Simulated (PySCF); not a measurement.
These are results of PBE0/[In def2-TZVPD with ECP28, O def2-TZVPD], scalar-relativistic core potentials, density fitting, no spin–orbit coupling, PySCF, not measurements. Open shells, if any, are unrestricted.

Problem. What shape and geometry does isolated singlet [InO2]- take (every ligand bound to In)?

Solution. Counting electrons, indium keeps none of its valence electrons outside its bonds, so the VSEPR class is AX2 and the expected shape is linear (D∞h), as computed. The lowest minimum found is a singlet of D∞h symmetry with In–O 1.869 Å (×2); O–In–O 180.0°. Its harmonic wavenumbers are 171 (πu), 695 (σg+), 791 (σu+) cm⁻¹ and its dipole moment is 0.00 D about the centre of mass.

Other isomers or separated fragments may lie lower. The lowest empty level of this anion is unbound, so it and the gap depend on the basis.
